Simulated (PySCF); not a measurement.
Mapped SMILES: `[CH2:1]=[CH:2][O:3][Si@@H:4]([F:5])[S:6][CH3:7]`. Each H is labelled by its parent atom. Ha(C1) is cis to O3; Hb(C1) is trans to O3.

Geometry: GFN2-xTB; GIAO shifts from PySCF 2.14, gas phase, non-relativistic, averaged over equivalent atoms.

At HCTH407/MINI (50 basis functions, 11 s wall time on 1 thread of an Arm Neoverse N1, shared host):
```csv
atoms,δ (ppm)
C2,118.4
C1,84.7
C7,20.5
O3,77.2
Si4,-28.0
F5,-246.0
H(C2),6.96
Hb(C1),4.94
H(Si4),4.46
Ha(C1),4.12
H(C7),1.48
```

δ = σ(ref) − σ, references computed at the same level: TMS for $^{13}$C (σref 217.81), $^{29}$Si (σref 607.68), $^{1}$H (σref 30.67); $^{17}$O (σref 362.59) against H2O; CFCl3 for $^{19}$F (σref 184.15).

Q: Estimate the result of repeating the calculation with OLYP/pcSseg-1.

A: 
```csv
atoms,δ at OLYP/pcSseg-1,change
C2,145.3,+26.9
C1,93.4,+8.7
C7,12.6,-7.9
O3,147.8,+70.6
Si4,-25.9,+2.1
F5,-175.3,+70.7
H(C2),6.46,-0.50
Hb(C1),4.36,-0.58
H(Si4),5.72,+1.26
Ha(C1),4.34,+0.22
H(C7),2.19,+0.71
```

Scale: TMS for $^{13}$C (σref 183.31) and $^{29}$Si (σref 344.58) and $^{1}$H (σref 31.74); $^{17}$O (σref 336.00) against H2O; $^{19}$F (σref 147.91) vs CFCl3 (reference shieldings calculated alike).

The largest change is at F5 (fluorine bonded to Si). Cost: 168 basis functions, 39 s wall time on 1 thread of an Arm Neoverse N1, shared host. The order of the carbon signals is the same at both levels.

Unscaled 19F shifts against computed CFCl3 carry errors that often reach 10 to 50 ppm. Experimental scales use liquid or dissolved standards, which lie at an offset from isolated H2O (liquid H2O: subtract about 36 ppm).
